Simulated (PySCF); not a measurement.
# Dipole response of P⁻ (phosphorus, charge -1)

[Ne] 3s2 3p4, high-spin 3P determinant. Computed with PySCF 2.14 in dyall-acv3z (19s12p6d4f, 113 functions), with the non-relativistic Hamiltonian (point nucleus). Coupled (time-dependent) response in atomic units; α is the mean over directions.

```
method  mean α (bohr³)         α xx, yy, zz  C₆ (like pair)  S(−4)
   UHF           69.16  52.65, 102.2, 52.65           782.8   2840
```

S(−4) is the Cauchy moment in α(ω) = α(0) + S(−4) ω² + …

α(iu) at UHF:

```tsv
u (hartree)	α(iu) (bohr³)
0	69.16
0.0500	63.37
0.100	53.34
0.200	36.98
0.300	26.08
0.500	14.16
0.750	7.748
1.00	4.834
1.50	2.401
2.00	1.449
3.00	0.7189
5.00	0.3084
```

A single London oscillator, α(iu) = α/(1 + u²/ω²), gives C₆ = (3/4) ω α². Matching the computed C₆ needs ω = 4 × 782.8 / (3 × 69.16²) = 0.218 hartree.

For an ion, C₆ is the dispersion term alone; charge-induced terms of lower order in 1/R come first.

The components differ because the open shell of this determinant is not spherical; for a pure term their mean is the scalar polarisability.
